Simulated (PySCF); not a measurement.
Ti(Cl)3(OMe) (CH3Cl3OTi), SMILES C[O][Ti]([Cl])([Cl])[Cl], multiplicity 1.

Geometry optimised at PBE0-D3(BJ)/def2-SVP. The multiplicity is an assumed one; other spin states were not compared. One conformer was computed; it need not be the lowest.

Two levels are set side by side: TDA-PBE/def2-SVPD (PySCF) and TDA-LC-ωPBE/def2-SVPD (PySCF). Vertical, same geometry. The lowest singlet is HOMO→LUMO 35 %, HOMO−1→LUMO+1 35 %, HOMO−2→LUMO+1 30 % with PBE and HOMO−2→LUMO 48 %, HOMO−1→LUMO+1 48 % with the other functional; states are paired by order. Differences are taken from unrounded values.

| quantity | TDA-LC-ωPBE | TDA-PBE | TDA-PBE minus TDA-LC-ωPBE |
|---|---|---|---|
| lowest singlet excitation (eV) | 4.80 | 3.95 | -0.85 |
| lowest triplet excitation (TDA) (eV) | 4.60 | 3.78 | -0.81 |

Functionals without exact exchange tend to place singlet excitations lower, as here. Differences between two approximate levels are no errors against the true value.

Rough cost on one machine, each run with all the roots and properties that it gave: TDA-LC-ωPBE against TDA-PBE about 4 times.
